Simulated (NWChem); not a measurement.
Species: C3H4BFO; SMILES O=C1CCB1F

```xyz
10

O      1.1866    -1.6406    -0.4687
C      0.3798    -0.7743    -0.2244
C     -1.1749    -0.7555    -0.3487
C     -1.2931     0.7170     0.1753
B      0.2867     0.7662     0.3242
F      1.1471     1.6775     0.7239
H     -1.5137    -0.9084    -1.3802
H     -1.6546    -1.5122     0.2832
H     -1.8599     0.8227     1.1079
H     -1.7237     1.4226    -0.5450
```
Atoms are numbered in this order, from 1.

Computed with NWChem. Pople sets run with spherical d functions. Coordinates come from a B3LYP/6-31G* (spherical d) optimisation. Atomic charges in e: unrestrained fits to the electrostatic potential beside Mulliken populations; buried atoms are poorly determined by the fit.

For level B3LYP/def2-SVP:

```yaml
Mulliken O1: -0.17
Mulliken C2: 0.05
Mulliken C3: -0.05
Mulliken C4: -0.08
ESP B5: 0.41
Mulliken B5: 0.11
```

Q: Estimate the same quantities for level Hartree-Fock/6-31G*.

A: 
| Item | Result |
|---|---|
| Mulliken O1 | -0.49 |
| Mulliken C2 | 0.30 |
| Mulliken C3 | -0.43 |
| Mulliken C4 | -0.62 |
| ESP B5 | 0.57 |
| Mulliken B5 | 0.77 |
